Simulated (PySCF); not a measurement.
## Gd(SH)3 at several levels of theory

Computed with PySCF 2.14.0 (density fitting, no spin-orbit coupling) at the geometry relaxed with PBE0:

```xyz
7
Gd(SH)3 (singlet in the valence; each metal's 4f electrons, 7 of them, lie in its core potential, out of spins and levels)
Gd    0.0000    0.0000    0.9342
S     2.5681   -0.4113    0.9624
H     2.8945    0.9035    0.9544
S    -0.9278    2.4297    0.9624
H    -2.2298    2.0550    0.9544
S    -1.6403   -2.0184    0.9624
H    -0.6648   -2.9585    0.9544
```

```tsv
level	basis	state	HOMO (eV)	gap (eV)	charge on Gd1 (e)	population of f-type functions on Gd1 (polarisation alone where 4f lies in the core)	dipole about the centre of mass (D)	largest force component (eV/Å)
PBE0	Gd lcecp-1-SVP with ECP53, S def2-SVP, H def2-SVP	singlet	-7.40	4.94	0.85	0.03	0.19	0.01
PBE	the same	singlet	-6.21	3.08	0.68	0.03	0.17	0.30
PBE0	Gd lcecp-1-TZVP with ECP53, S def2-TZVP, H def2-TZVP	singlet	-7.47	5.00	1.27	0.04	0.19	0.21
```

In the lcecp rows the 4f levels are missing from HOMO and gap, and the state counts the valence alone.

Charges are Mulliken's, which hang on the basis. The relaxation used the grid (50, 194), these runs (75, 302) or, all-electron (x2c bases, spin-free X2C Hamiltonian), (99, 590).

(1) What does B3LYP with Gd lcecp-1-SVP with ECP53, S def2-SVP, H def2-SVP give here?

An lcecp potential fixes the number of 4f electrons, so in runs with it no electron can move into or out of that shell.

## Answers

(1) state singlet, HOMO (eV) -7.10, gap (eV) 4.36, charge on Gd1 (e) 0.76, population of f-type functions on Gd1 (polarisation alone where 4f lies in the core) 0.03, dipole about the centre of mass (D) 0.18, largest force component (eV/Å) 0.20. Time: 5.3 s on 2 threads of Arm Neoverse V2, on a shared host, from an already converged density.
